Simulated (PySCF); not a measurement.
A mixed set of molecules.

All values: CAM-B3LYP/def2-SVPD (PySCF) at GFN2-xTB geometries, gas phase, one conformer each. Core orbitals are frozen in the response; Δα² is half the sum of the squared differences of the principal polarisabilities.

Question: Rank by mean static polarisability, lowest first.
A. `CC(=C(C)C)C`
B. `FC1=C(F)OC1`
C. `C#C/C=C(\F)C(=O)O`
D. `O=Cc1coc(F)c1`
E. `C[SiH2]O[SiH3]`

Answer: B (5.68 Å³), D (9.22 Å³), E (9.95 Å³), C (10.81 Å³), A (11.05 Å³).

Question: Rank by dipole moment, lowest first.
A. `C[SiH2]O[SiH3]`
B. `[CH:1]#[C:2]/[CH:3]=[C:4](\[F:5])[C:6](=[O:7])[OH:8]` with C3–C4–C6–O7 180°, C4–C6–O8–H 180°
C. 2,3-dimethyl-2-butene (`CC(C)=C(C)C`)
D. `[O:1]=[CH:2][c:3]1[cH:4][o:5][c:6]([F:7])[cH:8]1` with O1–C2–C3–C4 0°
E. `[CH3:1][CH2:2][CH:3]=[C:4]([CH3:5])[CH3:6]` with C1–C2–C3–C4 -105°

Answer: C (0.02 D), E (0.25 D), A (0.77 D), D (1.85 D), B (3.14 D).

All values together:

```
           SMILES  formula  μ (D)  HOMO (eV)  LUMO (eV)  α (Å³)  Δα (Å³)  electrons  α per electron (Å³)
    O=Cc1coc(F)c1  C5H3FO2   1.85      -8.61      -0.84    9.22     5.76         58                0.159
   C[SiH2]O[SiH3]  CH8OSi2   0.77      -9.73       0.94    9.95     1.46         50                0.199
      CC(C)=C(C)C    C6H12   0.02      -7.56       1.30   11.05     4.30         48                0.230
C#C/C=C(\F)C(=O)O  C5H3FO2   3.14      -8.93      -1.39   10.81    10.53         58                0.186
      FC1=C(F)OC1  C3H2F2O   1.80      -8.36       1.05    5.68     2.14         46                0.124
        CCC=C(C)C    C6H12   0.25      -7.98       1.32   11.18     4.42         48                0.233
```

Conformers: `[O:1]=[CH:2][c:3]1[cH:4][o:5][c:6]([F:7])[cH:8]1` with O1–C2–C3–C4 0°; `[CH:1]#[C:2]/[CH:3]=[C:4](\[F:5])[C:6](=[O:7])[OH:8]` with C3–C4–C6–O7 180°, C4–C6–O8–H 180°; `[CH3:1][CH2:2][CH:3]=[C:4]([CH3:5])[CH3:6]` with C1–C2–C3–C4 -105°.

Question: How closely does the mean polarisability follow the number of electrons in this set?

Answer: The correlation coefficient is 0.29; α per electron runs from 0.124 to 0.233 Å³.
